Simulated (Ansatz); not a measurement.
`CC(O)(F)BCl` + H₂Se → `ClB[SeH]` + `CC(O)F`  (ligand exchange at a B–C bond)

Isolated molecules relaxed with PBE0-D4/def2-TZVP in Ansatz; ΔE leaves out vibrations. CCSD(T)/CBS adds triple-zeta CCSD(T) − MP2 to the extrapolated MP2 energy (def2 sets, frozen cores). For Se outer-core shells are correlated without core-valence functions, which leaves a few kJ/mol of doubt a bond. Scalar relativity is left out up to krypton. Each species was taken in one conformer, which may not be the lowest.

```tsv
species	SCS-MP2/def2-QZVPP energy (Eh)
`CC(O)(F)BCl`	-738.51542
H₂Se	-2401.59263
`ClB[SeH]`	-2886.17307
`CC(O)F`	-253.97333
```

(1) Work out ΔE.

Largest T1 diagnostic among the species: 0.012.

Results:

(1) ΔE = (-2886.17307) + (-253.97333) − (-738.51542) − (-2401.59263) = -0.03835 Eh = -1.04 eV. CCSD(T)/CBS gives -1.02 eV.

The D4 term adds +0.05 eV with B3LYP and +0.03 eV with PBE0; it sums over pairs of atoms, weighted by their polarisabilities, and B3LYP, whose exchange is more repulsive, gets the larger term.

B3LYP here is the variant with VWN-RPA as its local correlation; programs differ in this.
